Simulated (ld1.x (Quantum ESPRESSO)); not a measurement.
## Before and after: PAW potential for Co

```
Element                 : Co
Generator               : ld1.x (Quantum ESPRESSO) 7.5
Type                    : PAW
Functional              : LDA (PZ)
Relativity              : non-relativistic
Frozen core             : [Ar]
Valence charge          : 9
Reference configuration : 3d7 4s1.5 4p0.5
Partial waves           : 4s (bound): rcut 1.90, rcutus 2.50 bohr; 4s channel at 0.95 Ry: rcut 1.90, rcutus 2.50 bohr; 4p (bound): rcut 2.80, rcutus 3.35 bohr; 4p channel at 3.1 Ry: rcut 2.80, rcutus 3.35 bohr; 3d (bound): rcut 1.35, rcutus 1.70 bohr; 3d channel at -0.3 Ry: rcut 1.35, rcutus 1.70 bohr
Local potential         : all-electron potential smoothed inside 2.15 bohr (lloc = -1)
Core correction         : Bessel-smoothed model core inside 1.70 bohr
Augmentation charge     : BESSEL, radius 1.40 bohr
```

All-electron outer shells of the reference configuration (LDA (PZ), non-relativistic, ld1.x):

```csv
shell,level (eV),outermost node (bohr),outermost maximum (bohr)
3p,-65.92,0.29,0.68
3d,-9.68,–,0.66
4s,-6.16,0.97,2.32
4p,-1.88,1.05,3.13
```

Change: waves 3d (bound): rcut 1.35, rcutus 1.62 bohr; 3d channel at -0.3 Ry: rcut 1.35, rcutus 1.62 bohr.

Cutoffs: the cutoffs (Ry, on a coarse ladder) from which the occupation-weighted sum of valence levels, in a spherical-Bessel basis at the reference potential, stays within 10 and 1 mRy of its value at 400 Ry; they do not see the model core or the augmentation charge, which bear on the density cutoff. Errors are all-electron minus pseudo energies relative to the spin-unpolarised reference configuration.

**Question.** Predict the effect on cutoff, ghosts and configuration errors.

**Answer.** The potential gets harder (35 Ry and 60 Ry → 40 Ry and 70 Ry); of the 9 tests that both files solve, the error grows in 1 and shrinks in 0 by more than 15 % and 0.3 meV (median size 7.6 → 7.5 meV); neither file shows a bound ghost. A smaller radius makes the pseudo-wave follow the all-electron one further in, where it bends more sharply, so more plane waves are needed.

| quantity | base | changed |
| --- | --- | --- |
| cutoff, loose | 35 Ry | 40 Ry |
| cutoff, tight | 60 Ry | 70 Ry |
| loose cutoff by channel (10 mRy a level) | s 6 Ry, p 6 Ry, d 30 Ry | s 6 Ry, p 6 Ry, d 35 Ry |
| bound ghosts | none | none |
| error for 3d7 4s2 4p0, meV [ΔE -2.11 eV] | -0.2 | -0.1 |
| error for 3d7 4s1 4p0, meV [ΔE 7.04 eV] | +0.7 | +0.9 |
| error for 3d7 4s0 4p0, meV [ΔE 23.87 eV] | -0.7 | +1.0 |
| error for 3d8 4s0 4p0, meV [ΔE 4.07 eV] | -88 | -82 |
| error for 3d6 4s2 4p0, meV [ΔE 13.71 eV] | -150 | -148 |
| error for 3d5 4s0 4p0, meV [ΔE 116.26 eV] | -1647 | -1630 |
| error for 3d7 4s0 4p2, meV [ΔE 6.72 eV] | -0.6 | -0.7 |
| error for 3d7 4s1.5 4p0.5 (spin-polarised), meV [ΔE -2.32 eV] | -7.6 | -7.5 |
| error for 3d7 4s2 4p0 (spin-polarised), meV [ΔE -4.10 eV] | -9.8 | -9.8 |
| s: phases at 3.66 bohr within 0.05 rad from the reference energy up to (Ry; the scan ends near 5) | 4.3 | 4.3 |
| p: phases at 3.66 bohr within 0.05 rad from the reference energy up to (Ry; the scan ends near 5) | 2.0 | 2.0 |
| d: phases at 3.66 bohr within 0.05 rad from the reference energy up to (Ry; the scan ends near 5) | 3.2 | 3.2 |
| lowest overlap eigenvalue by channel | s 0.39, p 0.68, d 1.00 | s 0.39, p 0.68, d 1.00 |
